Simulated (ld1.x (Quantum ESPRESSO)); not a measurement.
## silicon (Si): one change to an ultrasoft potential, before and after

ld1.x (Quantum ESPRESSO) 7.5 input, shortened:

```
&input
   title='Si', zed=14., rel=1, dft='PBE', iswitch=3,
   config='[Ne] 3s1.75 3p2.25'
 /
 &inputp
   pseudotype=3, tm=.true., lloc=-1, rcloc=1.25,
   nlcc=.false.
 /
4
3S  1  0   1.75   0.00  1.30  1.65  0.0
3S  1  0   0.00   2.00  1.30  1.65  0.0
3P  2  1   2.25   0.00  1.35  1.50  0.0
3P  2  1   0.00   0.60  1.35  1.50  0.0
 &test
   configts(1)='3s1.75 3p2.25'
 /
```

Change: core correction a·sin(br)/r model core inside 1.28 bohr.

Cutoffs: the cutoffs (Ry, on a coarse ladder) from which the occupation-weighted sum of valence levels, in a spherical-Bessel basis at the reference potential, stays within 10 and 1 mRy of its value at 400 Ry; they do not see the model core or the augmentation charge, which bear on the density cutoff. Errors are all-electron minus pseudo energies relative to the spin-unpolarised reference configuration.

Problem. How do hardness, ghosts and transferability respond?

Solution. The potential gets neither clearly harder nor softer (12 Ry and 35 Ry → 12 Ry and 35 Ry); both files keep a bound ghost (p); of the 7 tests that both files solve, the error grows in 1 and shrinks in 5 by more than 15 % and 0.3 meV (median size 2.7 → 0.8 meV). A model core, the more so a compact one, raises the density cutoff, which this test does not measure.

```csv
quantity,base,changed
"cutoff, loose",12 Ry,12 Ry
"cutoff, tight",35 Ry,35 Ry
bound ghosts,p,p
"error for 3s2 3p2, meV [ΔE -1.69 eV]",+0.4,+0.1
"error for 3s2 3p1, meV [ΔE 6.05 eV]",-1.3,+0.8
"error for 3s2 3p0, meV [ΔE 22.04 eV]",-5.7,+8.5
"error for 3s2 3p1.5, meV [ΔE 1.23 eV]",+0.1,+0.1
"error for 3s1 3p3, meV [ΔE 5.13 eV]",+3.7,+0.4
"error for 3s1 3p2, meV [ΔE 13.48 eV]",+2.7,+1.3
"error for 3s0 3p4, meV [ΔE 12.09 eV]",+23,+3.9
s: phases at 1.81 bohr within 0.05 rad from the reference energy up to (Ry; the scan ends near 5),to the end of the scan,to the end of the scan
p: phases at 1.81 bohr within 0.05 rad from the reference energy up to (Ry; the scan ends near 5),to the end of the scan,to the end of the scan
lowest overlap eigenvalue by channel,"s 0.28, p 0.40","s 0.28, p 0.40"
```

 A true bound ghost makes a file unfit for plane-wave use even where its test errors are small: the radial tests pick states by their node count and pass the ghost by.
